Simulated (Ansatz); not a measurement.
One change: `[NH2][Ga]([NH2])[Cl]` becomes `[NH2][Ga]([Cl])[O][SiH3]`.

Ansatz, PBE0-D4/def2-TZVP geometries, multiplicity 1. Each molecule was computed in one conformer, which needn't be the lowest.

Scalar relativity is left out up to krypton.

```
                                                                                  property  `[NH2][Ga]([NH2])[Cl]`
                                                     LUMO energy (ωB97M-V/def2-TZVPP) / eV                    1.38
                                            size of the dipole moment (PBE/def2-TZVPP) / D                    2.66
ideal-gas entropy at 298 K and 1 bar (rigid rotor, harmonic PBE0-D4/def2-TZVP) / J/(mol·K)                     342
                                                       LUMO energy (B3LYP/def2-TZVPP) / eV                   -0.63
                                                   HOMO–LUMO gap (ωB97M-V/def2-TZVPP) / eV                   11.11
                                                     HOMO–LUMO gap (B3LYP/def2-TZVPP) / eV                    6.47
```

(1) What does the change do to each property? (Estimate.)

Results:

(1) The calculation gave: 
```csv
property,`[NH2][Ga]([Cl])[O][SiH3]`,shift
LUMO energy (ωB97M-V/def2-TZVPP) / eV,0.84,-0.54
size of the dipole moment (PBE/def2-TZVPP) / D,2.41,-0.25
"ideal-gas entropy at 298 K and 1 bar (rigid rotor, harmonic PBE0-D4/def2-TZVP) / J/(mol·K)",412,70
LUMO energy (B3LYP/def2-TZVPP) / eV,-1.25,-0.62
HOMO–LUMO gap (ωB97M-V/def2-TZVPP) / eV,11.19,0.08
HOMO–LUMO gap (B3LYP/def2-TZVPP) / eV,6.46,-0.01
```

The zero-point energy changes by 10.8 kJ/mol with +6 modes. Dipoles are sizes alone; their direction can turn. Modes under 60 cm⁻¹, often nearly free rotors, make the harmonic entropy too high.

B3LYP here is the variant with VWN-RPA as its local correlation; programs differ in this.
